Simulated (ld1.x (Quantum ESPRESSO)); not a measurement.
Cd (Z = 48), TM: configuration errors across variants

```
Element                 : Cd (Z = 48)
Generator               : ld1.x (Quantum ESPRESSO) 7.5
Type                    : norm-conserving Troullier–Martins (Kleinman–Bylander form)
Functional              : PW91
Relativity              : scalar-relativistic
Frozen core             : [Kr]
Valence charge          : 12
Reference configuration : 4d10 5s1.5 5p0 (charge +0.5)
Partial waves           : 5s (bound): rc 2.35 bohr; 5p (bound, empty): rc 2.65 bohr; 4d (bound): rc 1.90 bohr
Local potential         : all-electron potential smoothed inside 1.50 bohr (lloc = -1)
Core correction         : Bessel-smoothed model core, default radius (core density twice the valence density)
```

All-electron excitation energies from the reference (eV): (1) 4d10 5s2 5p0 -3.746; (2) 4d10 5s1 5p0 5.599; (3) 4d10 5s0 5p0 22.810; (4) 4d9 5s0 5p0 60.904; (5) 4d9 5s2 5p0 14.290; (6) 4d10 5s1 5p1 0.953.

The default core radius of the base comes out at 0.73 bohr.

Tests that are not counted but printed errors over 1 eV. “base”: 4d10 5s0 5p2 (solver errors, printed error -1072 eV). “core correction Bessel-smoothed model core inside 1.40 bohr”: 4d10 5s0 5p2 (solver errors, printed error -10.9 eV).

2 further variants failed, have other tests or too few solved ones, and are left out.

A true bound ghost makes a file unfit for plane-wave use even where its test errors are small: the radial tests pick states by their node count and pass the ghost by. Where a test does run into it, the solver fails or the error is huge.

Errors AE − PS in meV (a dash: test not solved or not reliable):

| change | (1) | (2) | (3) | (4) | (5) | (6) | bound ghosts |
| --- | --- | --- | --- | --- | --- | --- | --- |
| base | -0.2 | -2.6 | -27 | -83 | -95 | -0.9 | s, p |
| local potential the s channel | -0.2 | -2.7 | -29 | -234 | -178 | -0.8 | none |
| all radii but the core radius scaled by about 1.18 (s 2.78, p 3.12, d 2.24 bohr); local potential all-electron potential smoothed inside 1.78 bohr (lloc = -1) | -0.6 | -3.1 | -31 | -177 | -85 | -1.4 | s |
| core correction Bessel-smoothed model core inside 1.40 bohr | -0.2 | -2.6 | -27 | -83 | -95 | -0.9 | s, p |

(1) Give the same row for: wave 5p (bound): rc 2.65 bohr becomes 5p (bound): rc 3.64 bohr.

Results:

(1) -0.2, -2.6, -27, -83, -95, +0.9; bound ghosts: s, p. Not counted: 4d10 5s0 5p2 (solver errors, printed error -1073 eV).
